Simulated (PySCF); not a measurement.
Gas-phase reaction: GeHCl₃ + 2 HCl → GeH₃Cl + 2 Cl₂

Computed with PySCF and rigid-rotor harmonic-oscillator thermochemistry at 1 bar. † marks an energy on the PBE0/def2-TZVP geometry and frequencies; other levels use their own. 6-31G* has spherical d functions here. All species are closed-shell singlets. B3LYP is the form with VWN-RPA correlation. Ge: all electrons, no relativistic terms.

HF/def2-TZVP† gives ΔH°(298 K) = 509 kJ.

Problem. What do PBE0/def2-QZVP†, B3LYP/6-31G*, M06-2X/def2-TZVP† give?

Solution. PBE0/def2-QZVP†: 473 kJ; B3LYP/6-31G*: 462 kJ; M06-2X/def2-TZVP†: 493 kJ. For scale, ΔH°(298 K) is 509 kJ at this level, 478 kJ at ωB97M-V/def2-TZVP†, and runs from 359 to 549 kJ over the 20 levels computed.
